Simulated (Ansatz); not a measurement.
Cost and result for the atomization energy of C₂H₆FSi (`C[Si](C)F`) radical (10 atoms, 9 bonds).

```xyz
10

C    -0.627    0.224   -1.418
Si   -0.073    0.847    0.254
C     0.344   -0.545    1.427
F     1.276    1.704    0.025
H    -0.835    1.051   -2.099
H     0.155   -0.401   -1.862
H    -1.535   -0.376   -1.320
H    -0.536   -1.165    1.613
H     1.127   -1.177    0.994
H     0.702   -0.163    2.385
```

Total charge 0; spin multiplicity 2. The structure was optimised at the PBE0-D4/def2-TZVP level. Program: Ansatz. All runs use 4 threads of an Arm Neoverse V2 on a shared host. Times are those of one run each, without the atoms' runs, and a repeat can differ threefold. Electronic energies, without spin–orbit coupling; frozen cores. CCSD(T)/CBS adds CCSD(T) − MP2 in def2-TZVPP to the MP2 limit, and its time is that of the two runs behind it. T1 = 0.012; ⟨S²⟩ of the reference is 0.75. HSE06 is the plane-wave form, built on full-range PBE exchange.

CCSD(T)/CBS is a level of theory with its own doubt, some kJ/mol a heavy atom from the limit and from the frozen cores, so smaller differences don't rank the functionals.

```csv
level,functions,wall time,atomization (kJ/mol),difference from CCSD(T)/CBS,per bond
LDA (SPW92)/def2-TZVPP,219,1.1 s,4218.5,473.9,52.7
revPBE-D4/def2-TZVPP,219,2.1 s,3715.1,-29.5,-3.3
PBE-D4/def2-TZVPP (with forces),219,2.4 s,3793.0,48.4,5.4
PBE0-D4/def2-TZVPP,219,2.8 s,3748.0,3.4,0.4
HSE06-D4/def2-TZVPP,219,3 s,3750.0,5.4,0.6
CAM-B3LYP-D4/def2-TZVPP,219,3.3 s,3763.9,19.3,2.2
r2SCANh-D4/def2-TZVPP,219,5.5 s,3748.6,4.0,0.5
CCSD(T)/def2-SVP,90,6 s,3530.8,-213.8,-23.8
ωB97X-V/def2-TZVPP,219,7.5 s,3749.0,4.4,0.5
B97M-V/def2-TZVPP,219,8.5 s,3753.2,8.6,1.0
MP2/def2-QZVPP,421,16 s,3757.8,13.2,1.5
CCSD(T)/def2-TZVPP,219,3.5 min,3655.9,-88.7,-9.9
CCSD(T)/CBS(def2),–,3.8 min,3744.6,0.0,0.0
```

From BLYP to BHLYP (50 % exact exchange), in def2-TZVPP and without D4, the atomization energy moves by −46.4 kJ/mol: exact exchange takes away binding that semilocal exchange gives to molecules. The D4 term adds +27.4 kJ/mol with B3LYP and +14.2 kJ/mol with PBE0; it sums over pairs of atoms, weighted by their polarisabilities, and B3LYP, whose exchange is more repulsive, gets the larger term. Leaving LDA and LC-ωPBE aside and taking each functional with its dispersion term where it has one, the values, not all of them listed here, spread over 130.2 kJ/mol, from BHLYP-D4 to PBE-D4. LDA lies +442.6 kJ/mol from PBE without D4, its usual overbinding.

B3LYP here is the variant with VWN-RPA as its local correlation; programs differ in this.
